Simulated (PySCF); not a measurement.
# Vanadium: highly charged ions in a basis for the neutral atom

V(11+) [Ne] 3s2, V(12+) [Ne] 3s1. Calculation: PySCF 2.14, in cc-pVTZ (7s6p4d2f1g, 68 functions); the non-relativistic Hamiltonian (point nucleus). No spin-orbit coupling, so a gap to NIST mixes the basis error with missing relativistic terms.

Changed run: basis of the neutral atom used for a highly charged ion. This setting is unsound on purpose.

| species | method | sound run (hartree) | changed run (hartree) | converged |
| --- | --- | --- | --- | --- |
| V(11+) | UHF | not run | -895.41528 | yes |
| V(11+) | PBE | not run | -895.66963 | yes |
| V(12+) | UHF | not run | -884.25428 | yes |
| V(12+) | PBE | not run | -884.41096 | yes |

Ionisation energy of V(11+):

```
method  changed run (eV)    NIST (eV)
   UHF            303.71  308.5 ± 0.3
   PBE            306.36  308.5 ± 0.3
r2SCAN            304.64  308.5 ± 0.3
```

The contracted functions were made for the neutral atom and can be too rigid for a highly charged ion.
